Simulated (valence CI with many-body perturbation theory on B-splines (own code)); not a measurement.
# Os44+: electric-dipole lines

Computed by configuration interaction combined with many-body perturbation theory (CI+MBPT): four valence electrons over a frozen Dirac-Fock core [Ar] 3d10, a basis of 11 s, 11 p, 9 d, 7 f, 5 g, 2 h, 1 i functions for each j, with the one-electron correlation potential Σ1 (screened to all orders), the two-electron term Σ2, the three-electron term Σ3, Breit, model QED; selected single and double excitations, second order for the rest (own B-spline code, finite nucleus).

No measured spectrum was set against this ion. As an estimate, large intervals hold to a few tenths of a per cent, small ones and those within an open d or f shell to about a per cent.

Lines 1 to 50 of 240 in falling wavelength, among levels below 541.30 eV, chosen from the strongest by gf and those to the six lowest levels. Wavelengths and rates use the calculated energies. Electric multipoles are in the length gauge, E1 and E2 with the static RPA response of the core. Weak lines are less certain than strong ones. Lines between different terms over intervals too small for the method are left out, as are lines whose strength nearly cancels. The highest levels of a list are the least certain.

Levels are named by their leading jj configuration (3d3/2^4 stands for four electrons in 3d with j = 3/2), which in mixed levels can hold well under half, so a name can repeat and another be missing. Letters in brackets count levels of one name in rising energy.

```csv
λ vac (nm),Upper,Lower,A (s⁻¹),S (a.u.) with core polarisation,S without
505.1,(4s 4p1/2^2 4p3/2) J=1,(4s^2 4p3/2^2) J=2,5.63e+03,1.08e-03,1.14e-03
172.8,(4s^2 4p3/2^2) J=0,(4s 4p1/2^2 4p3/2) J=1,1.07e+05,2.73e-04,2.89e-04
96.90,(4s^2 4p3/2^2) J=2,(4s 4p1/2^2 4p3/2) J=2,2.63e+05,5.91e-04,6.26e-04
26.87,(4s^2 4p1/2 4d3/2) J=2,(4s^2 4p3/2^2) J=2,6.97e+06,3.34e-04,3.56e-04
19.02,(4s^2 4p1/2 4d3/2) J=1,(4s^2 4p3/2^2) J=2,9.05e+07,9.22e-04,9.80e-04
16.41,(4s^2 4p1/2 4d5/2) J=2,(4s^2 4p3/2^2) J=2,5.64e+08,6.15e-03,6.55e-03
15.86,(4s^2 4p1/2 4d5/2) J=3,(4s^2 4p3/2^2) J=2,5.67e+08,7.81e-03,8.32e-03
14.98,(4s^2 4p1/2 4f5/2) J=3,(4s^2 4p3/2 4d3/2) J=2,3.04e+09,3.53e-02,3.75e-02
14.85,(4s 4p1/2 4p3/2 4d3/2) J=4,(4s^2 4p3/2 4d3/2) J=3,6.20e+09,9.03e-02,9.60e-02
14.68,(4s 4p1/2^2 4d5/2) J=3,(4s 4p1/2 4p3/2^2) J=2 [a],2.14e+09,2.34e-02,2.49e-02
14.37,(4s 4p1/2 4p3/2 4d5/2) J=4 [a],(4s^2 4p3/2 4d5/2) J=4,2.77e+09,3.65e-02,3.88e-02
14.25,(4s 4p1/2^2 4d3/2) J=2,(4s^2 4p1/2 4d3/2) J=1,8.48e+09,6.06e-02,6.44e-02
13.48,(4s 4p1/2 4p3/2 4d5/2) J=4 [b],(4s^2 4p3/2 4d5/2) J=3,4.24e+09,4.61e-02,4.91e-02
13.15,(4s 4p1/2 4p3/2^2) J=2 [a],(4s^2 4p3/2^2) J=2,1.31e+09,7.33e-03,7.80e-03
13.04,(4s^2 4p1/2 4f7/2) J=4,(4s^2 4p3/2 4d3/2) J=3,3.15e+09,3.10e-02,3.30e-02
12.85,(4s 4p1/2 4p3/2 4d5/2) J=5,(4s^2 4p3/2 4d5/2) J=4,1.53e+10,1.77e-01,1.88e-01
12.81,(4s 4p1/2^2 4p3/2) J=2,(4s^2 4p1/2 4p3/2) J=2,1.12e+10,5.79e-02,6.16e-02
12.80,(4s 4p1/2 4p3/2 4d3/2) J=2 [b],(4s^2 4p3/2 4d3/2) J=2,9.39e+09,4.87e-02,5.17e-02
12.65,(4s 4p1/2 4p3/2 4d3/2) J=3 [b],(4s^2 4p3/2 4d3/2) J=3,3.60e+09,2.52e-02,2.68e-02
12.58,(4s 4p1/2 4p3/2 4d3/2) J=1 [b],(4s^2 4p3/2 4d3/2) J=0,9.34e+09,2.75e-02,2.92e-02
12.47,(4s 4p1/2 4p3/2 4d5/2) J=4 [c],(4s^2 4p3/2 4d5/2) J=3,1.04e+10,8.99e-02,9.55e-02
12.46,(4s 4p1/2 4p3/2 4d3/2) J=2 [c],(4s^2 4p3/2 4d3/2) J=1,8.18e+09,3.91e-02,4.15e-02
12.33,(4s 4p1/2^2 4d5/2) J=3,(4s^2 4p1/2 4d5/2) J=3,1.18e+10,7.67e-02,8.14e-02
12.31,(4p1/2^2 4p3/2^2) J=2,(4s 4p1/2 4p3/2^2) J=1 [b],7.93e+09,3.65e-02,3.88e-02
12.27,(4s 4p1/2 4p3/2^2) J=3,(4s^2 4p3/2^2) J=2,1.43e+10,9.13e-02,9.71e-02
12.24,(4s 4p1/2^2 4p3/2) J=2,(4s^2 4p1/2 4p3/2) J=1,1.38e+10,6.24e-02,6.63e-02
12.20,(4s 4p1/2 4p3/2 4d3/2) J=1 [c],(4s^2 4p3/2 4d3/2) J=1,1.55e+10,4.17e-02,4.43e-02
12.18,(4s 4p1/2 4p3/2 4d5/2) J=3 [a],(4s^2 4p3/2 4d5/2) J=2,1.23e+10,7.66e-02,8.14e-02
12.12,(4p1/2^2 4p3/2^2) J=2,(4s 4p1/2 4p3/2^2) J=2 [b],1.50e+10,6.58e-02,7.00e-02
12.09,(4s 4p1/2^2 4d3/2) J=1,(4s^2 4p1/2 4d3/2) J=2,2.60e+10,6.80e-02,7.23e-02
12.02,(4s 4p1/2 4p3/2 4d5/2) J=1 [c],(4s^2 4p3/2 4d5/2) J=1,1.45e+10,3.74e-02,3.97e-02
12.01,(4s 4p1/2^2 4d5/2) J=3,(4s^2 4p1/2 4d5/2) J=2,1.48e+10,8.87e-02,9.42e-02
12.01,(4s 4p1/2 4p3/2^2) J=1 [a],(4s^2 4p3/2^2) J=0,1.17e+10,2.99e-02,3.18e-02
11.89,(4s 4p1/2 4p3/2 4d5/2) J=2 [c],(4s^2 4p3/2 4d5/2) J=1,1.83e+10,7.58e-02,8.05e-02
11.77,(4s 4p1/2 4p3/2 4d5/2) J=1 [a],(4s^2 4p3/2 4d5/2) J=2,1.06e+10,2.56e-02,2.72e-02
11.69,(4s 4p1/2^2 4d3/2) J=2,(4s^2 4p1/2 4d3/2) J=2,1.84e+10,7.26e-02,7.71e-02
11.67,(4s 4p1/2 4p3/2 4d3/2) J=3 [c],(4s^2 4p3/2 4d3/2) J=3,1.08e+10,5.91e-02,6.28e-02
11.66,(4s 4p1/2 4p3/2 4d5/2) J=2 [b],(4s^2 4p3/2 4d5/2) J=2,1.13e+10,4.42e-02,4.70e-02
11.57,(4p1/2^2 4p3/2^2) J=0,(4s 4p1/2 4p3/2^2) J=1 [b],3.13e+10,2.40e-02,2.55e-02
11.55,(4s 4p1/2 4p3/2 4d5/2) J=3 [b],(4s^2 4p3/2 4d5/2) J=2,4.49e+09,2.39e-02,2.54e-02
11.50,(4s 4p1/2^2 4d5/2) J=2,(4s^2 4p1/2 4d5/2) J=3,3.09e+10,1.16e-01,1.23e-01
11.44,(4s 4p1/2 4p3/2 4d3/2) J=2 [d],(4s^2 4p3/2 4d5/2) J=2,6.84e+09,2.53e-02,2.69e-02
11.44,(4s 4p1/2 4p3/2 4d5/2) J=3 [d],(4s^2 4p3/2 4d5/2) J=3,1.80e+10,9.32e-02,9.90e-02
11.32,(4s 4p1/2 4p3/2 4d5/2) J=3 [b],(4s^2 4p3/2 4d5/2) J=4,7.69e+09,3.85e-02,4.09e-02
11.23,(4s 4p1/2^2 4d5/2) J=2,(4s^2 4p1/2 4d5/2) J=2,8.79e+09,3.07e-02,3.26e-02
11.19,(4s 4p1/2 4p3/2 4d5/2) J=2 [d],(4s^2 4p3/2 4d5/2) J=3,2.33e+10,8.06e-02,8.57e-02
11.17,(4s 4p1/2 4p3/2 4d5/2) J=4 [b],(4s^2 4p3/2 4d5/2) J=4,1.12e+10,6.94e-02,7.38e-02
11.15,(4p1/2^2 4p3/2^2) J=0,(4s 4p1/2 4p3/2^2) J=1 [a],5.96e+10,4.08e-02,4.33e-02
11.06,(4s 4p1/2^2 4p3/2) J=1,(4s^2 4p1/2 4p3/2) J=2,3.83e+10,7.67e-02,8.15e-02
10.99,(4s 4p1/2 4p3/2^2) J=1 [a],(4s^2 4p3/2^2) J=2,1.06e+10,2.07e-02,2.20e-02
```
